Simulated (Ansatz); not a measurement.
Input file for Ansatz (a first-principles code): R-BLYP/def2-TZVPP on CF4 (SMILES FC(F)(F)F).

Ansatz 0.2 input:
```yaml
crystal:
  periodic: [false, false, false]
  atoms:
    - {symbol: F, position_ang: [-0.03683264, -1.04000981, -0.82185985]}
    - {symbol: C, position_ang: [-0.00000110, -0.00001872, -0.00001990]}
    - {symbol: F, position_ang: [-0.13983019, 1.11933423, -0.69704822]}
    - {symbol: F, position_ang: [-0.98590304, -0.09798656, 0.88131563]}
    - {symbol: F, position_ang: [1.16256697, 0.01858087, 0.63751234]}
basis:
  gaussian:
    orbitals: def2-TZVPP
hamiltonian:
  xc: {name: BLYP}
scf: {lower_state_search: off}
```

Program output:

```
WARN ansatz: RAYON_NUM_THREADS=4 ignored (pool sized by the plan → 4); use --threads N
Functional definition: BLYP
these checks for a lower state are left out or cut short: stability, starts, cluster_reference, orbital_swaps, neighbouring_geometries, increment
integrals: 0.05 GiB planned
804 factors; their error is unknown
mean field: 0.47 GiB planned
mean field evaluation 1: about -11905.8587 eV, gradient 5.3e1 eV
mean field evaluation 2: about -11898.5398 eV, gradient 9.3e1 eV
mean field evaluation 4: about -11909.1067 eV, gradient 1.3e0 eV
mean field evaluation 8: about -11909.0952 eV, gradient 3.1e-1 eV
mean field evaluation 16: about -11909.0952 eV, gradient 2.0e-6 eV
mean field -11909.09523697 eV, -437.6511776838 hartree, gradient 1.9e-6 eV, S^2 0.000000; 0 other end points of the search recorded, 0 dependent functions left out
reference -11909.09542707 eV, -437.6511846700 hartree; 21, 21 occupied and 134, 134 virtual orbitals, 804 factors
Total energy: -11909.09542707 eV, -437.6511846700 hartree
Checks for a lower state left out: stability, starts, cluster_reference, orbital_swaps, neighbouring_geometries, increment
```

The run converged.

Cost: about 2.0 core-seconds (a rough figure).
